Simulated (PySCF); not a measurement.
Computed IR spectrum (relative IR intensity) of a molecule CH5ClGeO. Coordinates come from a PBE0-D3(BJ)/def2-SVP optimisation. Other conformers were not sampled. All values below come from PySCF 2.14.0 with PBE0-D3(BJ)/def2-SVP. Frequencies are harmonic and unscaled.

Lines under 2 % of the strongest are left out, and lines within 2 cm⁻¹ are merged.

ν (cm⁻¹): 79 (vw), 179 (w), 267 (w), 423 (m), 551 (m), 650 (m), 680 (m), 799 (vs), 850 (s), 1155 (vs), 1201 (w), 1467 (vw), 1471 (vw), 1479 (w), 2170 (s), 2225 (s), 3007 (m), 3089 (m), 3141 (w) (against the strongest line: vs over 80 %, s over 45 %, m over 15 %, w over 4 %, vw less)

Q: Identify the compound among the candidates.
A. C[O][GeH2][Cl]
B. [CH3][Ge@@H]([OH])[Cl]
C. O[CH2][GeH2][Cl]

A: A, C[O][GeH2][Cl]
